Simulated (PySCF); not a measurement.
# Correlation energy of Gd⁺ (gadolinium, charge +1)

[Xe] 4f7 5d1 6s1, high-spin 10D determinant. Computed with PySCF 2.14 in ANO-RCC-VTZP, with scalar relativity by spin-free X2C-1e. Frozen: [Ar] 3d10; 35 electrons correlated.

MP2 pair energies summed by pair of shells (mhartree):

```csv
pair,energy,share (%)
4d-4f,-231.24,19.9
4f-5p,-153.36,13.2
4f-4f,-128.38,11.1
4d-4d,-123.15,10.6
5p-5p,-116.78,10.1
4d-5p,-86.29,7.4
4p-4d,-52.31,4.5
4p-4f,-37.28,3.2
5s-5p,-35.23,3.0
4f-5s,-34.39,3.0
5p-5d,-26.95,2.3
4d-5s,-26.19,2.3
5p-6s,-19.10,1.6
4p-4p,-12.35,1.1
4f-5d,-11.35,1.0
4p-5p,-8.76,0.8
4s-4d,-8.72,0.8
4s-4f,-7.97,0.7
4f-6s,-6.14,0.5
5s-5s,-6.07,0.5
4s-4p,-5.95,0.5
4d-5d,-4.89,0.4
4p-5s,-4.55,0.4
5s-5d,-3.78,0.3
5d-6s,-3.38,0.3
4d-6s,-2.77,0.2
5s-6s,-1.06,0.1
4s-4s,-0.99,0.1
4s-5p,-0.99,0.1
4p-5d,-0.45,0.0
```

Total MP2 correlation energy: -1161.6 mhartree.

Same-spin part -488.27 and opposite-spin part -673.29 mhartree; SCS-MP2 scales them by 1/3 and 6/5 to -970.70 mhartree.
